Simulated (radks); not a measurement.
The numbers below are computed, except where a source is named.
Mn VII, configuration [Ar] 3d1. Code: a radial shooting solver on a logarithmic mesh with Libxc functionals. Model: scalar-relativistic Kohn-Sham, r2SCAN, spin-polarised, spherical densities, finite nucleus; open shells are filled with parallel spins first; meta-GGA in the generalised Kohn-Sham scheme; Fermi nuclear charge, rms radius 3.7057 fm.

X-ray form factor f0, the Fourier transform of the density (f0(0) = 19):

| sin(theta)/lambda (1/angstrom) | f0 (electrons) |
|---|---|
| 0.05 | 18.857 |
| 0.1 | 18.438 |
| 0.15 | 17.777 |
| 0.2 | 16.922 |
| 0.25 | 15.929 |
| 0.3 | 14.861 |
| 0.4 | 12.714 |
| 0.5 | 10.813 |
| 0.6 | 9.309 |
| 0.8 | 7.409 |
| 1 | 6.377 |
| 1.25 | 5.435 |
| 1.5 | 4.540 |
| 2 | 3.001 |
